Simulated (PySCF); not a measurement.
**Frontier orbitals and the lowest excitations**

Species: C₈H₈FN.
Atom-mapped SMILES: `[CH:1]#[C:2][C@@H:3]([CH3:4])[C@@H:5]([F:6])/[CH:7]=[CH:8]/[C:9]#[N:10]` (hydrogens: H11 on C1; H12 on C3; H13, H14, H15 on C4; H16 on C5; H17 on C7; H18 on C8)

Method: TDDFT CAM-B3LYP/def2-SVPD, vertical, gas phase, core orbitals frozen in the response (PySCF 2.14.0, density-fitted response routines). Isolated species at its PBE0-D3(BJ)/def2-SVP geometry (one conformer only). Torsions of this conformer, `[CH:1]#[C:2][C@@H:3]([CH3:4])[C@@H:5]([F:6])/[CH:7]=[CH:8]/[C:9]#[N:10]`: C2–C3–C5–F6 173°, C3–C5–C7–C8 -123°.

Frontier orbitals with the atoms that hold most of them (Löwdin shares over 4%, at most four atoms; ? is withheld):

```csv
orbital,ε (eV),atoms
LUMO+2,1.39,"C1 26%, C2 16%, H11 8%, F6 7%"
LUMO+1,0.98,"C1 13%, C4 9%, C5 8%, C9 7%"
LUMO,?,?
HOMO,-9.44,?
HOMO-1,-9.76,"C1 40%, C2 38%, C3 8%"
HOMO-2,-9.92,"C1 32%, C2 32%, C7 6%, N10 5%"
HOMO-3,-11.11,"N10 47%, C9 36%, C8 7%"
```

(1) Give the leading atoms of the LUMO.

(2) Give the leading atoms of the HOMO.

(3) What is the LUMO energy, and the HOMO–LUMO gap?

Results:

(1) C7 (bonded to 2 C and H) 30%; C8 (bonded to 2 C and H) 23%; N10 (bonded to C) 14%; C9 (bonded to C and N) 13%. By element: carbon 66% or more, nitrogen 14%.

(2) C8 (bonded to 2 C and H) 20%; C7 (bonded to 2 C and H) 19%; N10 (bonded to C) 16%; C9 (bonded to C and N) 11%. By element: carbon 50% or more, nitrogen 16%.

(3) ε(LUMO) = -0.59 eV; the gap is 8.85 eV (0.3252 hartree).

Question: How does S1 compare with the orbital gap of 8.85 eV?

Answer: S1 is at 6.16 eV (f = 0.481), 2.69 eV below the gap, made of HOMO→LUMO (90%). 

Next come S2 at 6.42 eV (f 0.0008), HOMO-3→LUMO (87%); S3 at 6.47 eV (f 0.0060), HOMO-1→LUMO+2 (27%), HOMO-1→LUMO+4 (18%), HOMO-1→LUMO (15%); S4 at 6.69 eV (f 0.0085), HOMO-2→LUMO (28%), HOMO-1→LUMO (22%), HOMO-1→LUMO+3 (13%); S5 at 6.77 eV (f 0.0015), HOMO-2→LUMO+3 (23%), HOMO-2→LUMO (16%), HOMO-1→LUMO (15%).

Löwdin shares depend on the basis, the more so with diffuse functions.
